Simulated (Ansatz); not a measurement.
`B[SiH2][SiH2][SiH3]` + `OB(S)Cl` → `BSB(O)Cl` + `[SiH3][SiH2][SiH3]`  (cleavage of the B–Si bond)

Gas-phase electronic energies from Ansatz, PBE0-D4/def2-TZVP geometries. CCSD(T)/CBS adds triple-zeta CCSD(T) − MP2 to the extrapolated MP2 energy (def2 sets, frozen cores). Functionals use def2-TZVPP. HSE06 is defined as in plane-wave codes. One conformer a species, not always the lowest.

`B[SiH2][SiH2][SiH3]`:

Cartesian coordinates in Å:
```
B 2.215 -0.450 0.178
Si 0.606 -1.435 0.804
Si -1.090 -0.529 -0.560
Si -1.181 1.791 -0.285
H 2.494 0.619 0.635
H 2.870 -0.855 -0.737
H 0.216 -1.151 2.214
H 0.640 -2.909 0.594
H -0.808 -0.846 -1.988
H -2.398 -1.143 -0.197
H 0.112 2.387 -0.718
H -1.397 2.124 1.148
H -2.278 2.396 -1.088
```

`OB(S)Cl`:

Cartesian coordinates in Å:
```
O 0.654 -0.615 -0.713
B 0.000 0.334 -0.013
S -1.151 -0.095 1.303
Cl 0.247 2.052 -0.360
H 1.238 -0.254 -1.387
H -0.987 -1.422 1.170
```

`BSB(O)Cl`:

Cartesian coordinates in Å:
```
B -0.702 0.017 -1.676
S -0.429 -0.928 -0.193
B 0.477 0.150 0.995
O 0.796 -0.355 2.200
Cl 0.955 1.798 0.662
H -0.324 1.138 -1.777
H -1.283 -0.556 -2.544
H 0.511 -1.264 2.333
```

`[SiH3][SiH2][SiH3]`:

Z-matrix (Å, degrees):
```
Si
Si 1 2.338
H 1 1.488 2 109.8
H 1 1.488 2 111.3 3 120.4
H 1 1.488 2 109.8 3 -119.2
Si 2 2.338 1 110.3 3 59.6
H 2 1.490 1 109.6 3 -179.6
H 2 1.490 1 109.6 3 -61.1
H 6 1.488 2 109.8 1 -59.5
H 6 1.488 2 109.8 1 59.7
H 6 1.488 2 111.3 1 -179.9
```

| level | ΔE (kcal/mol) | difference from CCSD(T)/CBS |
| --- | --- | --- |
| r2SCAN-D4 | -21.1 | 0.2 |
| r2SCANh-D4 | -21.2 | 0.1 |
| r2SCAN0-D4 | -21.2 | 0.1 |
| ωB97X-V | -21.0 | 0.3 |
| B2PLYP | -22.0 | -0.7 |
| PBE-QIDH | -21.7 | -0.4 |
| PBE | -20.5 | 0.8 |
| r2SCAN | -21.2 | 0.1 |
| PBE0 | -20.7 | 0.6 |
| r2SCANh | -21.2 | 0.1 |
| HSE06 | -20.7 | 0.6 |
| BHLYP | -21.7 | -0.4 |
| CAM-B3LYP | -21.8 | -0.5 |
| CCSD/def2-SVP | -22.1 | -0.8 |
| CCSD/def2-TZVPP | -20.9 | 0.4 |
| MP2/def2-QZVPP | -23.0 | -1.7 |
| CCSD(T)/CBS | -21.3 | 0 |

Largest T1 diagnostic among the species: 0.014.

At CCSD(T), def2-SVP lies −1.3 kcal/mol from the extrapolated value and def2-TZVPP +0.0 kcal/mol. Leaving LDA and LC-ωPBE aside and taking each functional with its dispersion term where it has one, the values, not all of them listed here, spread over 1.7 kcal/mol, from B2PLYP to revPBE-D4. LDA lies −1.0 kcal/mol from PBE without D4.
